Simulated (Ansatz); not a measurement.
Steps of a relaxation of C$_{3}$H$_{9}$ClMoO$_{4}$, SMILES `C[O][Mo](=[O])([Cl])([O]C)[O]C` with RKS PBE0-D4/def2-TZVP.

```sh
$ ansatz run in.yaml --threads 4 --pin off --events-out ev --progress --plain --max-ram 46080MiB --backend cuda --devices 0, --max-vram 37GiB
```

```yaml
crystal:
  periodic: [false, false, false]
  atoms:
    - {symbol: C, position_ang: [1.726551, -1.167608, -2.237381]}
    - {symbol: O, position_ang: [1.221640, 0.064500, -1.783963]}
    - {symbol: Mo, position_ang: [-0.305503, 0.451241, -0.755448]}
    - {symbol: O, position_ang: [-1.581182, -0.300071, -1.561821]}
    - {symbol: Cl, position_ang: [-0.006571, 2.692008, -1.454428]}
    - {symbol: O, position_ang: [-1.198345, 1.215077, 0.734358]}
    - {symbol: C, position_ang: [-0.955335, 2.187902, 1.708789]}
    - {symbol: O, position_ang: [0.366033, -0.910974, 0.403742]}
    - {symbol: C, position_ang: [-0.400684, -1.628677, 1.345710]}
    - {symbol: H, position_ang: [2.733581, -1.014500, -2.677609]}
    - {symbol: H, position_ang: [1.804113, -1.870351, -1.375155]}
    - {symbol: H, position_ang: [1.053284, -1.617039, -3.001362]}
    - {symbol: H, position_ang: [-0.121273, 1.893290, 2.385460]}
    - {symbol: H, position_ang: [-0.675564, 3.141298, 1.200467]}
    - {symbol: H, position_ang: [-1.872587, 2.350324, 2.312943]}
    - {symbol: H, position_ang: [-0.994220, -0.934078, 1.983881]}
    - {symbol: H, position_ang: [0.280781, -2.224203, 1.988850]}
    - {symbol: H, position_ang: [-1.112320, -2.316637, 0.834767]}
basis:
  gaussian: {orbitals: def2-TZVP}
hamiltonian: {xc: pbe0, dispersion: d4}
relax: {f_tol: 0.005, max_steps: 150}
```

Positions (Å) and forces (eV/Å) along the path, 9 of 47 steps:

```xyz
18
step=1 energy=-25817.0239 eV
C     1.727   -1.168   -2.237    0.055   -0.366   -0.028
O     1.222    0.065   -1.784   -0.426    0.033    0.273
Mo   -0.306    0.451   -0.755   -0.809   -0.808   -0.162
O    -1.581   -0.300   -1.562    1.211    0.774    0.745
Cl   -0.007    2.692   -1.454   -0.018   -0.483    0.113
O    -1.198    1.215    0.734    0.387   -0.103   -0.412
C    -0.955    2.188    1.709    0.141    0.291    0.152
O     0.366   -0.911    0.404   -0.312    0.282   -0.167
C    -0.401   -1.629    1.346   -0.265   -0.093    0.192
H     2.734   -1.014   -2.678   -0.531   -0.011    0.239
H     1.804   -1.870   -1.375   -0.031    0.376   -0.435
H     1.053   -1.617   -3.001    0.324    0.269    0.391
H    -0.121    1.893    2.385   -0.417    0.103   -0.361
H    -0.676    3.141    1.200   -0.156   -0.491    0.274
H    -1.873    2.350    2.313    0.442   -0.131   -0.343
H    -0.994   -0.934    1.984    0.325   -0.337   -0.334
H     0.281   -2.224    1.989   -0.301    0.337   -0.366
H    -1.112   -2.317    0.835    0.379    0.360    0.229
18
step=2 energy=-25817.1310 eV
C     1.712   -1.141   -2.215    0.050   -0.165   -0.019
O     1.203    0.083   -1.762    0.134   -0.107   -0.023
Mo   -0.313    0.428   -0.744   -0.222   -0.143   -0.029
O    -1.569   -0.292   -1.559    0.057    0.001    0.043
Cl    0.012    2.615   -1.454   -0.013    0.246   -0.020
O    -1.195    1.192    0.718    0.067    0.069   -0.013
C    -0.937    2.159    1.687    0.014    0.114    0.120
O     0.362   -0.914    0.399   -0.035    0.010    0.051
C    -0.411   -1.608    1.345   -0.065   -0.109    0.107
H     2.701   -0.973   -2.661   -0.155   -0.016    0.064
H     1.808   -1.833   -1.362   -0.005    0.109   -0.149
H     1.043   -1.590   -2.964    0.100    0.071    0.113
H    -0.109    1.856    2.347   -0.121    0.033   -0.116
H    -0.662    3.103    1.188   -0.048   -0.164    0.082
H    -1.840    2.316    2.290    0.135   -0.025   -0.091
H    -0.983   -0.907    1.973    0.101   -0.113   -0.108
H     0.264   -2.198    1.980   -0.106    0.084   -0.094
H    -1.122   -2.284    0.845    0.110    0.107    0.082
18
step=6 energy=-25817.1416 eV
C     1.717   -1.148   -2.201   -0.003    0.002    0.006
O     1.209    0.080   -1.755    0.003   -0.002    0.004
Mo   -0.323    0.439   -0.762    0.003    0.009   -0.025
O    -1.569   -0.298   -1.576    0.000    0.000    0.001
Cl   -0.011    2.643   -1.485   -0.004   -0.002    0.003
O    -1.205    1.212    0.689   -0.013    0.003    0.012
C    -0.929    2.141    1.690    0.002   -0.008   -0.006
O     0.346   -0.890    0.400    0.010   -0.002    0.006
C    -0.417   -1.594    1.345    0.001    0.003   -0.005
H     2.690   -0.977   -2.668    0.000    0.001   -0.001
H     1.836   -1.822   -1.345    0.002   -0.002   -0.001
H     1.039   -1.609   -2.927   -0.001    0.000    0.001
H    -0.098    1.808    2.322    0.007   -0.005    0.004
H    -0.655    3.096    1.224    0.000    0.006   -0.007
H    -1.820    2.280    2.306    0.000    0.000    0.003
H    -0.983   -0.902    1.979   -0.004    0.002    0.002
H     0.261   -2.183    1.968    0.000   -0.002    0.003
H    -1.126   -2.265    0.848   -0.004   -0.002    0.000
18
step=10 energy=-25817.1424 eV
C     1.729   -1.136   -2.174    0.000   -0.001    0.000
O     1.195    0.091   -1.758   -0.001   -0.015    0.004
Mo   -0.349    0.445   -0.781   -0.016    0.007   -0.011
O    -1.586   -0.309   -1.590    0.005   -0.004    0.009
Cl   -0.065    2.644   -1.525    0.001    0.001    0.006
O    -1.236    1.215    0.672    0.009    0.009    0.005
C    -0.895    2.108    1.687    0.000   -0.010    0.003
O     0.330   -0.868    0.397   -0.003    0.009   -0.006
C    -0.439   -1.573    1.337   -0.001   -0.008    0.005
H     2.690   -0.954   -2.659   -0.001   -0.001    0.002
H     1.877   -1.780   -1.299   -0.002    0.004   -0.005
H     1.054   -1.637   -2.875    0.007    0.005    0.004
H    -0.038    1.742    2.265   -0.012    0.006   -0.008
H    -0.631    3.073    1.238    0.000   -0.002    0.004
H    -1.752    2.239    2.353    0.011   -0.002   -0.009
H    -1.026   -0.883    1.954    0.003   -0.002   -0.003
H     0.235   -2.147    1.977   -0.002    0.001   -0.002
H    -1.132   -2.258    0.835    0.002    0.002    0.001
18
step=15 energy=-25817.1429 eV
C     1.739   -1.133   -2.160   -0.001    0.011   -0.007
O     1.155    0.084   -1.783    0.004   -0.021    0.002
Mo   -0.379    0.451   -0.799   -0.006    0.007   -0.002
O    -1.625   -0.311   -1.586    0.002    0.003    0.002
Cl   -0.103    2.645   -1.554    0.003   -0.003   -0.003
O    -1.253    1.221    0.663   -0.001    0.005    0.006
C    -0.872    2.088    1.688    0.000   -0.007   -0.011
O     0.314   -0.852    0.385    0.003   -0.004    0.000
C    -0.445   -1.557    1.332    0.004    0.001   -0.004
H     2.720   -0.933   -2.596   -0.013    0.001    0.005
H     1.855   -1.767   -1.273   -0.001    0.001   -0.003
H     1.111   -1.652   -2.891    0.008    0.004    0.009
H    -0.012    1.693    2.241    0.001    0.001    0.002
H    -0.597    3.056    1.254    0.001    0.001    0.000
H    -1.712    2.223    2.374   -0.003    0.000    0.004
H    -1.038   -0.870    1.947   -0.001    0.002    0.000
H     0.237   -2.120    1.974    0.000    0.000    0.001
H    -1.132   -2.253    0.837   -0.001   -0.001    0.000
18
step=16 energy=-25817.1430 eV
C     1.746   -1.131   -2.151   -0.004    0.016   -0.024
O     1.128    0.076   -1.800    0.020   -0.047   -0.010
Mo   -0.399    0.454   -0.810   -0.002    0.001    0.004
O    -1.653   -0.309   -1.582    0.004    0.008    0.002
Cl   -0.127    2.645   -1.574    0.002   -0.004   -0.003
O    -1.261    1.225    0.658   -0.004    0.008    0.008
C    -0.858    2.074    1.689    0.006   -0.004   -0.011
O     0.304   -0.844    0.375    0.003   -0.004    0.001
C    -0.450   -1.547    1.329    0.004    0.002   -0.005
H     2.739   -0.917   -2.557   -0.045    0.001    0.016
H     1.845   -1.758   -1.256   -0.004    0.007   -0.014
H     1.150   -1.665   -2.900    0.028    0.022    0.037
H     0.007    1.664    2.225   -0.004    0.003   -0.003
H    -0.579    3.046    1.264    0.000   -0.004    0.000
H    -1.686    2.209    2.389   -0.002   -0.003    0.001
H    -1.044   -0.859    1.941   -0.002    0.002    0.002
H     0.236   -2.104    1.971    0.001    0.000    0.000
H    -1.136   -2.248    0.839   -0.001   -0.002   -0.001
18
step=18 energy=-25817.1435 eV
C     1.757   -1.126   -2.136   -0.002    0.003   -0.039
O     1.088    0.061   -1.823    0.004   -0.037   -0.007
Mo   -0.425    0.457   -0.822    0.008   -0.003    0.006
O    -1.693   -0.301   -1.578    0.001    0.003    0.000
Cl   -0.152    2.642   -1.597    0.000    0.002    0.000
O    -1.271    1.231    0.654   -0.004    0.000    0.005
C    -0.837    2.060    1.689    0.005   -0.009    0.020
O     0.287   -0.838    0.362   -0.001    0.008   -0.005
C    -0.460   -1.539    1.323   -0.004   -0.005    0.004
H     2.753   -0.884   -2.517   -0.034   -0.011    0.013
H     1.851   -1.737   -1.230   -0.002    0.009   -0.010
H     1.202   -1.691   -2.895    0.030    0.031    0.042
H     0.037    1.635    2.198   -0.022    0.010   -0.014
H    -0.559    3.036    1.273    0.000   -0.003    0.004
H    -1.648    2.190    2.410    0.019   -0.002   -0.017
H    -1.054   -0.851    1.935    0.001    0.000   -0.001
H     0.231   -2.090    1.965   -0.002    0.002   -0.002
H    -1.145   -2.245    0.840    0.003    0.003    0.001
18
step=27 energy=-25817.1644 eV
C     1.797   -1.118   -2.103   -0.074    0.121   -0.159
O     0.837   -0.105   -1.985    0.169   -0.263   -0.020
Mo   -0.532    0.465   -0.880   -0.050   -0.086    0.026
O    -1.893   -0.205   -1.556    0.060    0.070    0.023
Cl   -0.132    2.633   -1.626    0.018   -0.013   -0.005
O    -1.312    1.253    0.630    0.031   -0.029   -0.024
C    -0.775    1.990    1.686    0.020   -0.020    0.002
O     0.224   -0.808    0.313   -0.047    0.046   -0.014
C    -0.483   -1.488    1.318    0.004   -0.016    0.002
H     2.775   -0.689   -2.361   -0.191   -0.024    0.041
H     1.873   -1.652   -1.148   -0.026    0.026   -0.017
H     1.486   -1.820   -2.893    0.083    0.166    0.176
H     0.099    1.487    2.120   -0.019    0.006   -0.016
H    -0.461    2.973    1.316    0.004   -0.001    0.001
H    -1.537    2.120    2.460    0.014   -0.007   -0.016
H    -1.077   -0.796    1.925   -0.002    0.010    0.001
H     0.238   -2.002    1.960   -0.004    0.010   -0.006
H    -1.163   -2.226    0.879    0.010    0.005    0.006
18
step=47 energy=-25817.3449 eV
C     1.923   -0.730   -2.297    0.002    0.000   -0.004
O     0.568   -0.727   -1.981   -0.004    0.001    0.004
Mo   -0.597    0.083   -0.797    0.000   -0.001   -0.002
O    -2.069   -0.195   -1.512    0.000    0.000    0.000
Cl    0.451    2.069   -1.515    0.000    0.000    0.001
O    -1.160    1.142    0.633   -0.001    0.000   -0.002
C    -0.552    2.005    1.545    0.002    0.002    0.001
O    -0.187   -1.266    0.443    0.000   -0.002    0.001
C    -0.883   -1.644    1.601    0.000    0.002   -0.001
H     2.262    0.298   -2.470    0.001    0.002    0.000
H     2.505   -1.166   -1.477    0.001   -0.002    0.002
H     2.074   -1.322   -3.202    0.000    0.000   -0.001
H     0.219    1.487    2.127    0.000    0.000    0.000
H    -0.085    2.836    1.005    0.000    0.000    0.000
H    -1.315    2.395    2.223    0.000    0.000    0.000
H    -1.302   -0.770    2.110    0.000   -0.001    0.000
H    -0.190   -2.158    2.272    0.001    0.000    0.001
H    -1.702   -2.324    1.345    0.000    0.000    0.000
```

Run time 94 s (4 threads of an AMD EPYC 7R13 on a shared host and a share of an NVIDIA H100 80 GB); peak host memory 1.1 GiB.
